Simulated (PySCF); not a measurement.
# Broadened absorption spectrum of C4H9FOSi

C4H9FOSi.
SMILES with atom numbers: `[F:1][CH2:2][O:3][C@@H:4]1[CH2:5][CH2:6][SiH2:7]1` (hydrogens: H8, H9 on C2; H10 on C4; H11, H12 on C5; H13, H14 on C6; H15, H16 on Si7)

Cartesian coordinates in Å at the PBE0-D3(BJ)/def2-SVP level; atoms count from 1:
```
atom  x, y, z in Å
F1     2.0580   -1.7859    0.1033
C2     2.3766   -0.5043    0.4920
O3     1.2848    0.1565    0.9608
C4     0.3027    0.3996   -0.0195
C5    -0.9717    1.0587    0.5319
C6    -2.0140    0.5031   -0.4717
Si7   -0.8366   -0.9673   -0.7294
H8     2.8178   -0.0066   -0.3958
H9     3.1084   -0.5631    1.3122
H10    0.7284    1.0160   -0.8383
H11   -0.9302    2.1564    0.6297
H12   -1.1527    0.6451    1.5379
H13   -2.0821    1.1314   -1.3742
H14   -3.0282    0.3547   -0.0771
H15   -0.6005   -1.5283   -2.0952
H16   -1.0792   -2.0688    0.2470
```

Level of theory: PySCF 2.14.0, density-fitted response routines, TDDFT B3LYP/def2-SVPD, vertical, gas phase, core orbitals frozen in the response.

Each state is given a Gaussian of 0.5 eV full width at half maximum, with ε(max) = 2.175×10⁸ f / Δν̃ (Δν̃ the width in cm⁻¹). The cross-section is σ = 3.8235×10⁻²¹ ε cm², given in Mb (10⁻¹⁸ cm²). The width is an assumption, not a result. The curve ends short of the highest state used, and states not computed would add to its high-energy end.

```tsv
λ (nm)	σ (Mb)
168.2	20.99
170.4	20.16
172.6	18.51
174.9	15.82
177.1	12.75
179.3	9.94
181.6	8.00
183.8	7.42
186.0	7.86
188.3	8.83
190.5	9.58
192.7	9.70
195.0	8.95
197.2	7.55
199.4	5.81
201.7	4.03
203.9	2.60
206.1	1.55
208.3	0.86
210.6	0.43
212.8	0.20
215.0	0.09
217.3	0.04
219.5	0.01
```

(1) Locate the maxima and give the states behind the curve.

(2) Coming from long wavelengths, where does ε first pass 100 L mol⁻¹ cm⁻¹?

(3) On this curve, what absorbance would a 10⁻³ mol/L sample give at 193 nm over a 1 cm path?

Results:

(1) 192 nm (6.46 eV), ε about 2500, made up of S1 (74%) and S2 (24%) (ε in L mol⁻¹ cm⁻¹; maxima over ε = 5, shares over 10%). At its high-energy end, 7.37 eV, the curve is still rising (ε about 5500, from S4, S5, S6 and S8). The states used: S1 6.40 eV (f 0.037); S2 6.61 eV (f 0.015); S3 7.05 eV (f 0.022); S4 7.12 eV (f 0.022); S5 7.30 eV (f 0.044); S6 7.42 eV (f 0.011); S7 7.61 eV (f 0.010); S8 7.64 eV (f 0.054); S9 7.83 eV (f 0.0049); S10 7.97 eV (f 0.035).

(2) At about 211 nm (5.88 eV), 0.52 eV below S1.

(3) 193 nm is 6.424 eV, where ε is about 2500 L mol⁻¹ cm⁻¹, so A = ε c l ≈ 2.5 (Beer–Lambert, with the gas-phase spectrum and the assumed width).

The vertical ionisation energy (ΔSCF) is 9.36 eV, 1.39 eV above S10.

Hardware: one thread of an Intel Xeon at 2.50 GHz, no GPU, shared host with 64 logical CPUs at a one-minute load of 63. Cost: 7.7 min wall (with the writing of density and orbital grids), 0.94 GiB resident at most.

One conformer stands for the species.

Without π bonds the low states are Rydberg-like; a valence basis with one diffuse set may place them up to an eV too high.
